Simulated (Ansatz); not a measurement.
This geometry of FGaH2OS (6 atoms, charge 0, multiplicity 1) is a first-order saddle point.

All numbers below come from RKS PBE-D4/def2-SVP (Ansatz 0.2.0).

```xyz
6
Properties=species:S:1:pos:R:3
O 0.577 -1.020 -1.339
Ga 0.278 -0.364 0.302
F 1.514 -0.860 1.456
S -1.431 0.914 0.935
H -0.148 -0.761 -1.940
H -0.749 2.028 0.540
```

Q: Which two structures does it join? (They come from a converged band through this point; their orientation in space is the band's.)

A: No bond is made or broken. The dihedral F3–Ga2–S4–H6 goes from 180 to 0°.

Initial state:

```xyz
6
Properties=species:S:1:pos:R:3
O 1.091 -0.247 -1.234
Ga 0.331 -0.435 0.377
F 1.167 -1.562 1.438
S -1.481 0.547 1.163
H 0.608 0.385 -1.798
H -1.674 1.247 0.008
```

Final state:

```xyz
6
Properties=species:S:1:pos:R:3
O 1.215 -0.253 -1.473
Ga 0.266 -0.233 0.044
F 0.881 -1.288 1.316
S -1.545 0.947 0.478
H 0.833 0.342 -2.145
H -1.609 0.420 1.734
```

Q: How far does it lie above each of them?

A: 12.2 kJ/mol above the first and 16.2 kJ/mol above the second. This is the barrier of this one path; another mechanism may lie lower.

Time of the run: 2.4 min on 1 thread of Arm Neoverse V1, with other jobs on the host, peak memory 0.12 GiB.
